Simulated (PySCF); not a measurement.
B3LYP has the VWN-RPA correlation part, as in Gaussian. 

[Ta(=O)(NH2)3] (charge 0, multiplicity 1)

Computed with B3LYP-D3(BJ)/def2-TZVP // BP86-D3(BJ)/def2-SVP run with PySCF 2.14.0.

| Item | Value |
|---|---|
| HOMO | -6.61 eV |
| dipole moment | 4.08 D |
| HOMO–LUMO gap | 6.18 eV |
| LUMO | -0.44 eV |
| charge on the central atom (Mulliken) | 1.38 e |
| total energy | -300.4498 Ha |
| cost | roughly 3 core-minutes |

```xyz
11

Ta    -0.1544     0.0811    -0.0318
O     -0.3247    -1.3507    -1.0107
N     -0.4302    -0.4359     1.8904
H     -0.6354    -1.3849     2.2225
H     -0.3886     0.1968     2.6982
N     -1.5468     1.4027    -0.6249
H     -1.7025     2.3421    -0.2414
H     -2.2262     1.2342    -1.3755
N      1.6965     0.8093    -0.3162
H      2.0980     1.6472     0.1205
H      2.3995     0.3890    -0.9347
```
